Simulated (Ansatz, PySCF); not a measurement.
C₄H₇FSi, SMILES [C@@]1([SiH3])(C=CC1)F. Atoms are numbered in the order given.

```xyz
13

F      0.8637    -1.3751    -0.5779
C      0.0774    -0.3280    -0.1227
Si     1.2498     1.0449     0.5024
C     -1.0514    -0.7036     0.7994
C     -1.9891    -0.1824    -0.0086
C     -1.0263     0.1390    -1.1231
H      0.4390     2.2388     0.8893
H      2.2035     1.4160    -0.5846
H      2.0142     0.5506     1.6856
H     -1.0628    -1.1609     1.7917
H     -3.0603     0.0040     0.1076
H     -1.0752    -0.5423    -1.9863
H     -0.9847     1.1803    -1.4880
```
Charge 0, spin multiplicity 1.

The structure is a stationary point at PBE0-D3(BJ)/def2-SVP. The structure was generated by enumeration; whether it is a known compound was not checked.

Two levels are set side by side: PBE-D3(BJ)/def2-SVP (Ansatz, a quantum-chemistry and plane-wave program) and PBE0-D3(BJ)/def2-SVP (Ansatz). Each level has its own optimised geometry; the coordinates shown are those of the second. Frequencies come from the Hessian of PySCF at each geometry. Differences are taken from unrounded values.

```tsv
quantity	PBE0-D3(BJ)
mean bond length (Å)	1.391
bond F1–C2 (Å)	1.386
bond C2–Si3 (Å)	1.910
bond C2–C4 (Å)	1.505
bond C2–C6 (Å)	1.561
bond C4–C5 (Å)	1.343
bond C5–C6 (Å)	1.507
bond Si3–H7 (Å)	1.494
bond Si3–H8 (Å)	1.493
bond Si3–H9 (Å)	1.493
bond C4–H10 (Å)	1.093
bond C5–H11 (Å)	1.093
bond C6–H12 (Å)	1.101
bond C6–H13 (Å)	1.104
highest harmonic wavenumber (cm⁻¹)	3243
mean harmonic wavenumber (cm⁻¹)	1248
zero-point energy (kcal/mol)	58.89
```

**Question.** What does PBE-D3(BJ) give, and how far is it from PBE0-D3(BJ)? (Estimate from the structure and the level; the computed values follow.)

**Answer.** 
| quantity | PBE-D3(BJ) | PBE-D3(BJ) minus PBE0-D3(BJ) |
|---|---|---|
| mean bond length (Å) | 1.401 | 0.010 |
| bond F1–C2 (Å) | 1.404 | 0.018 |
| bond C2–Si3 (Å) | 1.922 | 0.012 |
| bond C2–C4 (Å) | 1.513 | 0.007 |
| bond C2–C6 (Å) | 1.574 | 0.013 |
| bond C4–C5 (Å) | 1.355 | 0.012 |
| bond C5–C6 (Å) | 1.515 | 0.008 |
| bond Si3–H7 (Å) | 1.505 | 0.010 |
| bond Si3–H8 (Å) | 1.503 | 0.010 |
| bond Si3–H9 (Å) | 1.503 | 0.010 |
| bond C4–H10 (Å) | 1.101 | 0.008 |
| bond C5–H11 (Å) | 1.102 | 0.008 |
| bond C6–H12 (Å) | 1.109 | 0.008 |
| bond C6–H13 (Å) | 1.113 | 0.008 |
| highest harmonic wavenumber (cm⁻¹) | 3147 | -95 |
| mean harmonic wavenumber (cm⁻¹) | 1203 | -45 |
| zero-point energy (kcal/mol) | 56.76 | -2.13 |

Exact exchange shortens and stiffens bonds; PBE has none. Differences between two approximate levels are no errors against the true value.
